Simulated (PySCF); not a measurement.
CH4AlCl2N, SMILES C[NH][Al]([Cl])[Cl]. Atoms are numbered in the order given.

```xyz
9

Al     0.0810    -0.1538     0.0000
Cl     0.7337    -2.1472     0.0000
Cl    -1.9700     0.2932     0.0000
N      1.2567     1.1551     0.0000
C      1.0170     2.5904     0.0000
H      2.2472     0.9236     0.0000
H      1.4415     3.0873    -0.8918
H      1.4415     3.0873     0.8918
H     -0.0652     2.7912     0.0000
```
Charge 0, spin multiplicity 1.

The structure is a stationary point at B3LYP-D3(BJ)/def2-SVP. The structure was generated by enumeration; whether it is a known compound was not checked. One conformer was computed; it need not be the lowest.

Computed with PBE/def2-TZVP (PySCF).

Isolated molecule, no solvent.

The total energy is -1257.70722 hartree and the point group is Cs. The highest occupied level is -5.94 eV and the lowest empty level is -1.48 eV. The orbital gap is 4.46 eV. The dipole moment is 2.39 D and the quadrupole, principal values (traceless, Buckingham form, about the centre of nuclear charge) is -4.35, 1.36, 2.99 D·Å. The mean static polarisability is 69.8 bohr³ (10.34 Å³) and the polarisability, principal values is 53.8, 71.8, 83.6 bohr³.
